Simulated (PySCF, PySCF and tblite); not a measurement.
A run on one conformer of C₅H₉AlO, numbered as in [CH3:1][CH2:2][O:3][AlH:4][C:5]1=[CH:6][CH2:7]1, from an ensemble study. The sound level was PBE0/pcSseg-1 on GFN2-xTB geometries.

Input:

```
{"job": {"xc": "B3LPY", "basis": "cc-pVDZ", "kind": "nmr", "pop": false}, "charge": 0, "multiplicity": 1}
C     -3.288207     0.002728     0.211666
C     -2.033103     0.836685     0.433367
O     -0.917568     0.234327    -0.159321
Al     0.322740    -0.556625    -0.891243
C      2.218415    -0.164445    -0.606017
C      3.257526     0.452979    -0.086520
C      3.626051    -0.608920    -1.048370
H     -4.144106     0.485762     0.675945
H     -3.472399    -0.109136    -0.854235
H     -3.155951    -0.985886     0.645410
H     -2.166666     1.834578    -0.001489
H     -1.844353     0.949480     1.507569
H     -0.078388    -1.665255    -1.859734
H      3.661425     1.193199     0.561968
H      3.982183    -0.340396    -2.036985
H      4.024803    -1.550130    -0.685767
```

Command: OMP_NUM_THREADS=1 python ens_run.py task.json out

Output:

```
KeyError: "LibXCFunctional: name 'B3LPY' not found."
```

Task: What is wrong with this calculation?

Result: The setting at fault: functional unknown or not served for shieldings. B3LPY is no functional's name. (The basis set also differs from the sound level's.) The input was rejected before any iteration.
